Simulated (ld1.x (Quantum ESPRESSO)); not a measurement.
## Configuration tests for F (TM)

ld1.x (Quantum ESPRESSO) 7.5 input, shortened:

```
&input
   title='F', zed=9., rel=1, dft='PBESOL', iswitch=3,
   config='[He] 2s2 2p4 3d-2'
 /
 &inputp
   pseudotype=2, tm=.true., lloc=1,
   nlcc=.true.
 /
3
2S  1  0   2.00   0.00  0.80  0.80  0.0
3D  3  2  -2.00   0.40  1.45  1.45  0.0
2P  2  1   4.00   0.00  1.85  1.85  0.0
 &test
   configts(1)='2s2 2p4'
 /
```

Energies are relative to the spin-unpolarised reference configuration 2s2 2p4; without spin polarisation the order of configurations can differ from experiment.

(1) Give the all-electron excitation energy and the error of the potential for: 2s2 2p5; 2s2 2p3; 2s2 2p2; 2s1 2p6; 2s2 2p1; 2s2 2p4.5; 2s2 2p5.3.

Levels in the configuration 2s2 2p3:

| level | all-electron (eV) | pseudo (eV) |
| --- | --- | --- |
| 2s | -67.754 | -67.801 |
| 2p | -48.877 | -48.430 |

Answers

(1)

| valence configuration | charge | ΔE all-electron (eV) | error AE − PS (meV) |
| --- | --- | --- | --- |
| 2s2 2p5 | 0 | -19.317 | -17 |
| 2s2 2p3 | +2 | 38.278 | +158 |
| 2s2 2p2 | +3 | 98.767 | +1210 |
| 2s1 2p6 | 0 | -0.621 | +195 |
| 2s2 2p1 | +4 | 184.360 | +4259 |
| 2s2 2p4.5 | +0.5 | -11.807 | +3.4 |
| 2s2 2p5.3 | -0.3 | -21.969 | -48 |
